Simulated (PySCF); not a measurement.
vinylidene fluoride cation (C2H2F2), SMILES C(=C)(F)F (connectivity only; charge and spin as stated), charge +1, multiplicity 2.

Geometry optimised at B3LYP-D3(BJ)/def2-SVP. The spin state was assumed, not searched.

All values below come from B3LYP-D3(BJ)/def2-SVP (PySCF).

No scaling factor is applied to the harmonic values.

Computed harmonic wavenumbers and intensities:
```json
[
 {"mode": "1", "ν (cm⁻¹)": "375", "IR (km/mol)": "0.0", "moving atoms (share of kinetic energy)": "H 96 %"},
 {"mode": "2", "ν (cm⁻¹)": "420", "IR (km/mol)": "0.4", "moving atoms (share of kinetic energy)": "F 43 %, H 31 %, C 25 %"},
 {"mode": "3", "ν (cm⁻¹)": "590", "IR (km/mol)": "21.5", "moving atoms (share of kinetic energy)": "F 70 %, C 27 %"},
 {"mode": "4", "ν (cm⁻¹)": "630", "IR (km/mol)": "5.1", "moving atoms (share of kinetic energy)": "C 73 %, H 15 %, F 12 %"},
 {"mode": "5", "ν (cm⁻¹)": "900", "IR (km/mol)": "39.9", "moving atoms (share of kinetic energy)": "H 65 %, C 34 %"},
 {"mode": "6", "ν (cm⁻¹)": "974", "IR (km/mol)": "32.3", "moving atoms (share of kinetic energy)": "F 56 %, C 33 %, H 11 %"},
 {"mode": "7", "ν (cm⁻¹)": "991", "IR (km/mol)": "9.2", "moving atoms (share of kinetic energy)": "H 64 %, C 24 %, F 12 %"},
 {"mode": "8", "ν (cm⁻¹)": "1403", "IR (km/mol)": "0.2", "moving atoms (share of kinetic energy)": "H 84 %, C 13 %"},
 {"mode": "9", "ν (cm⁻¹)": "1572", "IR (km/mol)": "287.5", "moving atoms (share of kinetic energy)": "C 73 %, F 25 %"},
 {"mode": "10", "ν (cm⁻¹)": "1604", "IR (km/mol)": "297.7", "moving atoms (share of kinetic energy)": "C 85 %, F 12 %"},
 {"mode": "11", "ν (cm⁻¹)": "3142", "IR (km/mol)": "67.3", "moving atoms (share of kinetic energy)": "H 95 %"},
 {"mode": "12", "ν (cm⁻¹)": "3279", "IR (km/mol)": "72.3", "moving atoms (share of kinetic energy)": "H 88 %, C 12 %"}
]
```
